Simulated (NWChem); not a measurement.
System: GaH$_{2}$S$_{2}$F; SMILES [F][Ga]([SH])[SH]

```xyz
6

Ga    -0.2367    -0.0107     0.0000
F     -1.9861     0.0513     0.0000
S      0.7990     1.9179     0.0000
H     -0.3708     2.5967     0.0000
S      0.6791    -1.9953     0.0000
H      1.9331    -1.4898     0.0000
```
Atoms are numbered in this order, from 1.

STO-3G and 3-21G are far too small for this property and stand as cheap habits. Structure relaxed at the PBE0/def2-SVP level.

Symmetry labels are those of Cs in the frame above (b1 and b2, or b-type labels, depend on it).

Question: List the 4 lowest vertical singlet excitations from B3LYP/3-21G, TDA (NWChem).

Answer: 
```csv
state,energy (eV),oscillator strength,symmetry,leading excitation (squared amplitude)
S1,5.01,0.000,a",HOMO → LUMO (1.00)
S2,5.54,0.043,a",HOMO−1 → LUMO (0.99)
S3,5.85,0.003,a',HOMO → LUMO+1 (0.64)
S4,6.54,0.009,a',HOMO−1 → LUMO+1 (0.74)
```
